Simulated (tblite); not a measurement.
C3H6NSi (doublet state).
Cartesian coordinates in Å at the GFN2-xTB level; atoms count from 1:
```
atom  x, y, z in Å
Si1    1.409   -0.138   -0.211
C2    -0.181    0.210    0.839
C3    -1.294    0.307   -0.121
C4    -2.117   -0.834   -0.486
N5    -1.193   -0.734   -1.311
H6     1.489    0.876   -1.257
H7     2.514    0.015    0.743
H8     1.372   -1.497   -0.730
H9    -0.076    1.126    1.414
H10   -0.308   -0.627    1.526
H11   -1.611    1.297   -0.432
```

Level: GFN2-xTB in tblite, geometry and Hessian alike; calculated harmonic values, unscaled, isolated species. Errors from tens to a few hundred cm⁻¹ against measured bands are possible. Modes of hydrogen on silicon can be 10 to 20 % off. One conformer, not necessarily the lowest. Open shells enter through the occupations alone, without spin polarisation, and single modes of such species can be off by tens of per cent. The optimisation stopped once no atom felt more than 0.01 eV/Å.

Lowest wavenumbers of the output (negative numbers stand for imaginary wavenumbers):
```
mode    cm-1
  1     -22.5
  2     143.1
  3     173.8
  4     359.6
  5     393.8
  6     523.5
  7     554.0
  8     601.2
```

Q: Is this structure a minimum?

A: Not by this Hessian. 1 mode is imaginary beyond 20i (22i cm⁻¹), so at this level the point lies at or near a first-order saddle. The curvature is small, so loose convergence or finite differences may be the whole cause.

Q: Which atoms move in the imaginary mode?

A: 22i: N5 (nitrogen bonded to 2 C) 29 %, Si1 (silicon bonded to C and 3 H) 24 %, C4 (carbon bonded to C and N) 16 %. These are shares of the mass-weighted motion.

Q: What is the remedy?

A: Step along that mode in both directions, optimise again with tighter thresholds and repeat the frequencies. The zero-point energy of this point (46.3 kcal/mol) counts the 26 real modes alone, and thermal corrections from it aren't those of a minimum.
